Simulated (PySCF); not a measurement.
## `C=C[C@H]([SiH3])[Si@H]([SiH3])P`, C3H13PSi3

Geometry:
```
atom   x (Å)   y (Å)   z (Å)
  C1   2.172   1.527   0.088
  C2   1.316   0.646  -0.403
  C3   0.851  -0.572   0.308
 Si4   1.170  -2.128  -0.743
 Si5  -0.994  -0.327   0.808
 Si6  -2.369   0.139  -1.015
  P7  -0.894   1.273   2.391
  H8   2.612   1.399   1.064
  H9   2.473   2.404  -0.461
 H10   0.889   0.802  -1.388
 H11   1.420  -0.664   1.239
 H12   0.457  -1.996  -2.015
 H13   2.607  -2.255  -0.991
 H14   0.679  -3.301  -0.022
 H15  -1.399  -1.534   1.561
 H16  -1.988   1.379  -1.701
 H17  -3.766   0.316  -0.608
 H18  -2.340  -0.930  -2.015
 H19  -2.254   1.528   2.397
 H20  -0.647   2.305   1.505
```

Level of theory: PySCF 2.14.0, TDDFT CAM-B3LYP/def2-SVPD circular dichroism and optical rotation, one conformer, gas phase. Geometry: GFN2-xTB.

The molecule is flexible and this is one conformer; a measurement averages over conformers.

Problem. Draw the ECD and absorption spectra from the lowest 16 states, each a Gaussian of half-width 0.25 eV at 1/e height.

Solution. 
```tsv
E (eV)	λ (nm)	Δε (L mol⁻¹ cm⁻¹)	ε (L mol⁻¹ cm⁻¹)
5.79	214	-1.57	192
5.94	209	-12.00	1700
6.09	204	-44.54	7700
6.24	199	-79.04	18200
6.39	194	-58.08	24900
6.54	190	+21.51	25000
6.69	185	+97.64	23400
6.84	181	+101.80	18100
6.99	177	+49.92	13600
7.14	174	+9.06	17000
7.29	170	-0.57	22400
7.44	167	+9.80	21800
7.59	163	+15.95	16600
```
Δε uses R in velocity form, ε uses f in length form. Only the states computed contribute, so the short-wavelength end is incomplete.

The sign of the CD band at 195 nm isn't settled: the length form gives the opposite one.
